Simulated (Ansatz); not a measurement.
`CC1=CC(C(F)(F)F)=[O+][Ti-]([F])([F])([Cl])[O]1` + `C[NH][In]([CH3])[Cl]` → `CC1=CC(C(F)(F)F)=[O+][Ti-]([F])([Cl])([Cl])[O]1` + `C[NH][In]([CH3])[F]`  (redistribution)

Program: Ansatz. Geometries: PBE0-D4/def2-TZVP. ΔE: electronic, gas phase. CBS: MP2 limit from def2 TZ/QZ plus the TZ coupled-cluster correction, frozen cores. Functionals use def2-TZVPP. B3LYP here is the variant with VWN-RPA as its local correlation; programs differ in this. def2 core potentials past Kr. For In, Ti outer-core shells are correlated without core-valence functions, which leaves a few kJ/mol of doubt a bond. Scalar relativity is left out up to krypton. One conformer a species, not always the lowest.

`CC1=CC(C(F)(F)F)=[O+][Ti-]([F])([F])([Cl])[O]1`:

Cartesian coordinates in Å:
```
C -1.534 0.020 2.300
C -0.695 0.172 1.079
C -0.184 -0.959 0.404
C 0.589 -0.786 -0.711
C 1.178 -1.996 -1.441
F 0.750 -2.022 -2.700
F 2.505 -1.922 -1.449
F 0.829 -3.144 -0.861
O 0.909 0.321 -1.255
Ti 0.470 2.190 -0.918
F 1.236 3.243 0.247
F 1.510 2.563 -2.279
Cl -1.459 2.902 -1.686
O -0.462 1.339 0.683
H -1.101 0.614 3.108
H -1.630 -1.019 2.611
H -2.525 0.434 2.096
H -0.388 -1.952 0.771
```

`C[NH][In]([CH3])[Cl]`:

Cartesian coordinates in Å:
```
C -1.757 1.200 -0.062
N -0.901 0.505 -0.992
In 0.735 -0.573 -0.618
C 1.743 -1.066 1.187
Cl 1.568 -1.372 -2.666
H -2.791 0.832 -0.087
H -1.399 1.062 0.962
H -1.786 2.282 -0.244
H -1.186 0.597 -1.954
H 1.809 -2.150 1.271
H 1.214 -0.663 2.050
H 2.752 -0.654 1.153
```

`CC1=CC(C(F)(F)F)=[O+][Ti-]([F])([Cl])([Cl])[O]1`:

```xyz
18

C    -0.258    1.951    1.876
C     0.011    0.915    0.844
C    -0.947   -0.001    0.455
C    -0.631   -0.972   -0.494
C    -1.729   -1.983   -0.871
F    -2.785   -1.338   -1.374
F    -1.305   -2.858   -1.760
F    -2.135   -2.642    0.218
O     0.466   -1.107   -1.067
Ti    2.202    0.023   -1.010
F     2.985   -1.523   -0.823
Cl    3.968    1.283   -0.566
Cl    1.795    0.640   -3.070
O     1.196    0.931    0.347
H     0.458    1.833    2.694
H    -1.273    1.889    2.263
H    -0.085    2.939    1.442
H    -1.932    0.020    0.897
```

`C[NH][In]([CH3])[F]`:

Z-matrix (Å, degrees):
```
C
N 1 1.442
H 1 1.098 2 112.5
H 1 1.098 2 112.6 3 121.6
H 1 1.093 2 110.5 3 -119.2
In 2 1.991 1 129.6 3 119.5
H 2 1.008 1 113.8 3 -60.7
F 6 1.969 2 105.3 1 179.9
C 6 2.121 2 138.1 1 -0.2
H 9 1.089 6 108.4 2 178.2
H 9 1.090 6 110.1 2 -61.9
H 9 1.090 6 110.1 2 58.2
```

CCSD(T)/CBS gives +0.85 eV.

Another level gave +1.00 eV. Which?
A. MP2/def2-TZVPP
B. ωB97M-V/def2-TZVPP
C. B3LYP/def2-TZVPP
D. CCSD/def2-TZVPP

D. CCSD/def2-TZVPP 1.00, MP2/def2-TZVPP 0.86, ωB97M-V 0.95, B3LYP 0.90 eV.

Largest T1 diagnostic among the species: 0.021, so the coupled-cluster value is less sure than usual.

From PBE to PBE0 (25 % exact exchange), in def2-TZVPP and without D4, ΔE moves by +0.07 eV. In def2-TZVPP, CCSD(T) changes the Hartree–Fock value by −0.20 eV (the triples alone add −0.08 eV) and MP2 by −0.27 eV.
